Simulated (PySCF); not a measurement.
# Spin-rotation constants: SMILES C=CC(=O)OCCCF, C₆H₉FO₂

Geometry (Å), atoms numbered from 1 in this order:
```xyz
18

C     3.597    1.065    0.132
C     2.607    0.409    0.719
C     1.216    0.531    0.236
O     0.860    1.175   -0.720
O     0.379   -0.172    1.015
C    -1.000   -0.131    0.670
C    -1.321   -1.087   -0.480
C    -2.799   -1.046   -0.828
F    -3.555   -1.493    0.230
H     4.617    0.993    0.469
H     3.397    1.700   -0.716
H     2.747   -0.237    1.572
H    -1.539   -0.421    1.573
H    -1.267    0.893    0.386
H    -0.748   -0.799   -1.362
H    -1.038   -2.102   -0.192
H    -3.132   -0.026   -1.042
H    -3.028   -1.703   -1.673
```

Computed, not measured: GIAO B3LYP/pcSseg-1 magnetisability, rotational g tensor and spin-rotation constants, non-relativistic, gas phase in PySCF 2.14.0. Geometry: GFN2-xTB.

**Question.** Give the nuclear spin-rotation constants along the inertial axes (H = +C I·J) beside the isotropic shieldings.

**Answer.** Rotational constants 6.0087, 0.6180, 0.5890 GHz. A star marks the isotopologue with that one atom substituted, in its own axes.
| atom | isotope | Caa (kHz) | Cbb (kHz) | Ccc (kHz) | mean (kHz) | σ (ppm) |
| --- | --- | --- | --- | --- | --- | --- |
| F9 | 19F | 1.133 | 0.285 | 0.149 | 0.523 | 419.8 |
| H10 | 1H | 0.352 | -0.049 | -0.060 | 0.081 | 25.7 |
| H11 | 1H | -0.551 | 0.054 | -0.059 | -0.185 | 24.9 |
| H12 | 1H | -0.627 | 0.055 | -0.060 | -0.211 | 25.6 |
| H13 | 1H | -0.382 | 0.006 | -0.055 | -0.144 | 27.5 |
| H14 | 1H | -0.545 | -0.029 | -0.001 | -0.191 | 27.0 |
| H15 | 1H | -0.377 | -0.011 | -0.063 | -0.150 | 29.7 |
| H16 | 1H | -0.636 | -0.038 | -0.012 | -0.229 | 29.8 |
| H17 | 1H | -0.602 | -0.037 | 0.012 | -0.209 | 27.1 |
| H18 | 1H | -0.380 | -0.043 | -0.001 | -0.141 | 26.8 |
| C1 | 13C* | 2.442 | 0.267 | 0.095 | 0.934 | 41.8 |
| C2 | 13C* | 2.201 | 0.263 | 0.116 | 0.860 | 44.8 |
| C3 | 13C* | 3.188 | 0.214 | 0.164 | 1.189 | 7.6 |
| O4 | 17O* | -2.911 | -0.363 | -0.043 | -1.106 | -70.2 |
| O5 | 17O* | -1.640 | -0.166 | -0.092 | -0.633 | 112.7 |
| C6 | 13C* | 1.157 | 0.158 | 0.132 | 0.482 | 114.5 |
| C7 | 13C* | 0.991 | 0.113 | 0.105 | 0.403 | 146.8 |
| C8 | 13C* | 1.517 | 0.126 | 0.172 | 0.605 | 96.0 |

For the geometry as given, no vibrational averaging.
